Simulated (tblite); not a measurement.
Species: C₅H₂NS (doublet state).
Atom-mapped SMILES: `[N:1]#[C:2][c:3]1[c:4][s:5][cH:6][cH:7]1` (hydrogens: H8 on C6; H9 on C7)
Bond orders are those of one Lewis drawing.

Computed with GFN2-xTB (tblite), gas phase: L-BFGS steps from a force-field or distance-geometry start until the largest atomic force falls under 0.01 eV/Å.

Geometry at step 3:
```
atom  x, y, z in Å
N1      3.1492   -0.2376   -0.6194
C2      2.0455   -0.0056   -0.4021
C3      0.6940    0.2796   -0.1193
C4      0.1593    1.5266   -0.0857
S5     -1.4893    1.6095    0.2773
C6     -1.5540   -0.1217    0.3855
C7     -0.3384   -0.6947    0.1576
H8     -2.4872   -0.5929    0.6216
H9     -0.1655   -1.7574    0.1865
```

Task: Give the atomic forces at this geometry.

Result: 
```
atom  Fx (eV/Å)  Fy (eV/Å)  Fz (eV/Å)
  N1     -0.329      0.063      0.044
  C2      0.057     -0.152      0.050
  C3     -0.107     -0.043     -0.045
  C4     -0.082     -0.215      0.063
  S5     -0.006      0.030     -0.028
  C6      0.500      0.001     -0.069
  C7     -0.190      0.264      0.048
  H8      0.039     -0.034     -0.020
  H9      0.116      0.087     -0.043
```

The largest, 0.50 eV/Å, acts on C6; the rms over all components is 0.150 eV/Å. The forces sum to zero within rounding, as they must for an isolated molecule in no field.

Task: Give the force on C6 in Eh/bohr and in nN.

Result: 0.505 eV/Å ÷ 51.422 = 0.00982 Eh/bohr, and 0.505 eV/Å × 1.602 = 0.81 nN.

Task: How far is this geometry from the end of the optimisation?

Result: 0.014 eV above it, and 0.038 Å rms away after alignment. The bonds farthest from their final lengths, with half the difference of the two atoms' forces along the bond (positive lengthens):

```tsv
bond	now (Å)	final (Å)	force along bond (eV/Å)
C6–C7	1.363	1.354	-0.37
C3–C7	1.446	1.438	-0.06
C2–C3	1.410	1.404	+0.08
C3–C4	1.357	1.354	-0.08
N1≡C2	1.149	1.146	-0.21
C7–H9	1.077	1.076	+0.11
```

The angle farthest from its final value is C2–C3–C7, 125.9° against 123.5°.

The cost below is that of the whole relaxation. Hardware: Arm Neoverse V1, one thread, shared host with 32 logical CPUs at a one-minute load of 39. Cost: 0.12 s of wall time.
